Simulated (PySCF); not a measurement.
Compound: C4H7F3OS.
InChI=1S/C4H7F3OS/c1-9(8)3-2-4(5,6)7/h2-3H2,1H3/t9-/m1/s1

Method: PySCF 2.14.0, density-fitted response routines, TDDFT PBE0/def2-SVPD, vertical, gas phase, core orbitals frozen in the response. Geometry: PBE0-D3(BJ)/def2-SVP, one conformer, isolated molecule. Torsions of this conformer, `[CH3:1][S@@:2](=[O:3])[CH2:4][CH2:5][C:6]([F:7])([F:8])[F:9]`: C1–S2–C4–C5 -163°, S2–C4–C5–C6 175°, C4–C5–C6–F7 -59°.

```csv
state,E (eV),λ (nm),ν̃ (cm⁻¹),f,"main configurations (H = HOMO, L = LUMO)"
S1,5.96,208.0,48070,0.0090,H→L+2 (88%)
S2,5.96,207.9,48090,0.061,"H→L (79%), H→L+1 (12%)"
S3,6.31,196.6,50860,0.013,"H→L+1 (79%), H→L (12%)"
S4,6.85,180.9,55280,0.089,H→L+3 (87%)
S5,6.97,178.0,56190,0.0020,H-1→L+2 (87%)
S6,7.06,175.7,56920,0.0095,"H→L+4 (58%), H-1→L (15%), H→L+6 (13%)"
```

The lowest singlet comes at 208 nm (575 kJ/mol) in the ultraviolet; it is weak; its leading configuration is HOMO→LUMO+2 (88%). The strongest level in the table is S4 at 6.85 eV (181 nm, f = 0.089). S1/S2 lie within about 0.01 eV of each other. Löwdin shares by element: HOMO oxygen 53%, sulfur 30%, carbon 13% or more; LUMO sulfur 45%, carbon 21% or more, hydrogen 7% or more (atoms not listed hold the other 27%). The listed states span 1.10 eV, and the widest gap between neighbours is 0.55 eV (S3 to S4). Of the 6 states listed, 3 reach f = 0.01 and none stays under 0.0005. Orbital energies (eV): HOMO-3 -10.83, HOMO-2 -10.44, HOMO-1 -8.21, HOMO -7.08, LUMO 0.20, LUMO+1 0.30, LUMO+2 0.52. Only the lowest 6 singlets were computed, as vertical energies without vibronic structure.
